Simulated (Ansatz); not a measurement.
Relaxed structures of B$_{2}$H$_{3}$OF, closed shell (PBE0-D4/def2-TZVP; forces vanish, vibrations not checked; lower isomers may exist, and structures with a doubtful reference or unclear bonds are left out; Å). Program: Ansatz 0.2.0. Basis: def2-TZVPP. Cores are frozen in the correlated methods.

Q: Rank them by CCSD(T) energy, lowest first, and give each one's height above the lowest. Links in brackets join atoms within 1.22 times the sum of their covalent radii (1.1 for two metals). (An estimate is asked for; the value comes from the calculation.)
A.
B₂H₃OF ([OH2][B][BH][F])
```
7
angstrom
O -0.1632 1.0189 -1.2876
B 0.0700 0.4258 0.0485
B -0.1604 -1.1420 0.4202
F -1.1847 -1.6300 1.1468
H 0.0926 1.9346 -1.4348
H -0.5804 0.6056 -2.0698
H 0.7957 -1.8791 0.2869
```
B.
B₂H₃OF ([OH][BH][BH][F])
```
7
angstrom
O -0.1980 0.9260 -1.2289
B 0.1328 0.5157 0.0189
B -0.0762 -1.1203 0.4539
F -1.1844 -1.5201 1.0688
H -0.0292 1.8590 -1.3859
H 0.6019 1.3201 0.7904
H 0.7531 -1.9803 0.2827
```
C.
a complex of B₂H₂O ([BH]1[BH][O]1) + HF
```
7
angstrom
O 1.0090 0.0640 -0.5581
B 0.0493 0.4237 0.3570
B 0.3195 -1.0510 -0.1467
F -2.0028 -1.3092 1.8466
H -1.3091 -0.9944 1.2969
H -0.2326 1.4839 0.7973
H 0.4397 -2.1854 -0.4561
```

A: Computed: B (0.0 kJ/mol), C (162.7 kJ/mol), A (442.1 kJ/mol). Heights count from the lowest.

No T1 diagnostic of these runs exceeds 0.018. The restricted Hartree–Fock reference is unstable towards an unrestricted one at one or more of these structures.

For scale, one of the runs: CCSD(T)/def2-TZVPP, 166 basis functions, launched by `ansatz run in.yaml --threads 2 --pin off --events-out ev --progress --plain --max-ram 4352MiB`. Hardware: 2 CPU threads of an Arm Neoverse V2, shared host. Wall time 39 s; peak host memory 1.4 GiB.
